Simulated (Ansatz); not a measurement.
Relaxation of H9PW (11 atoms, charge 0, multiplicity 1), to a largest force component of 0.03 eV/Å in at most 50 steps.

Theory: Ansatz 0.2.0, RHF/def2-SVP.

```xyz
11
Properties=species:S:1:pos:R:3
W 0.230 -0.401 0.043
H -0.027 -0.276 1.734
H 1.765 0.035 -0.576
H 0.108 0.912 -0.965
H -0.958 0.706 0.381
H -0.167 -1.981 -0.506
H -1.081 -0.379 -0.966
P 1.924 2.334 1.755
H 3.006 1.427 1.730
H 1.995 2.669 0.389
H 0.911 1.342 1.639
```

Task: Where does it end, and by what steps?

Result: The forces met the threshold. The force dipped under the threshold on the way, but the program's further checks kept it going. After 10 steps the energy has fallen by 0.182 eV; H11 moved furthest, 1.30 Å.

| step | energy less start (eV) | largest force component (eV/Å) | accepted |
| --- | --- | --- | --- |
| 0 | 0.0000 | 0.305 | yes |
| 1 | -0.0686 | 0.200 | yes |
| 2 | -0.1263 | 0.177 | yes |
| 3 | -0.1547 | 0.084 | yes |
| 4 | -0.1681 | 0.196 | yes |
| 5 | -0.1755 | 0.020 | yes |
| 6 | -0.1786 | 0.130 | yes |
| 7 | -0.1799 | 0.093 | yes |
| 8 | -0.1810 | 0.100 | yes |
| 9 | -0.1813 | 0.072 | yes |
| 10 | -0.1818 | 0.024 | yes |

```xyz
11
Properties=species:S:1:pos:R:3
W 0.015 -0.804 -0.199
H -0.095 -0.785 1.511
H 1.585 -0.425 -0.770
H 0.015 0.607 -1.065
H -1.012 0.386 0.320
H -0.601 -2.250 -0.878
H -1.318 -0.505 -1.134
P 2.465 2.986 1.984
H 3.164 1.758 2.024
H 2.289 2.993 0.583
H 1.200 2.429 2.282
```

Time of the run: 37 s on 1 thread of Arm Neoverse N1 (shared host), peak memory 0.17 GiB.
